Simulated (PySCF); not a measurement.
**Working with the constants of ZrBr⁺**

PBE0 constants of ZrBr⁺, ³Δ (triplet), unpaired electrons σ ↑, δ ↑ (basis Zr def2-TZVPPD with ECP28, Br def2-TZVPPD; scalar-relativistic core potentials; PySCF 2.14; masses 89.9047 and 78.9183 u):

```
ωe              : 334.3 cm⁻¹
ωexe            : 0.691 cm⁻¹
Be              : 0.070964 cm⁻¹
αe              : 0.000202 cm⁻¹
D (centrifugal) : 1.28e-08 cm⁻¹
```

(1) Give the vibrational terms G(v) and spacings up to v = 6.

De is left out where the level can put another filling of the metal’s s and d shells below the measured ground configuration, by anything from nothing to about 1 eV. Spin–orbit coupling is left out, which matters for elements this heavy, above all for dissociation energies. The state is the lowest single determinant that the PBE0 search found; with open d or f shells the true ground state can be another one.

Results:

(1) G(v) = ωe(v+½) − ωexe(v+½)².

```tsv
v	G(v) (cm⁻¹)	G(v) − G(v−1)	Bv (cm⁻¹)
0	167.0		0.07086
1	499.9	332.9	0.07066
2	831.4	331.5	0.07046
3	1161.6	330.2	0.07026
4	1490.4	328.8	0.07006
5	1817.7	327.4	0.06985
6	2143.8	326.0	0.06965
```
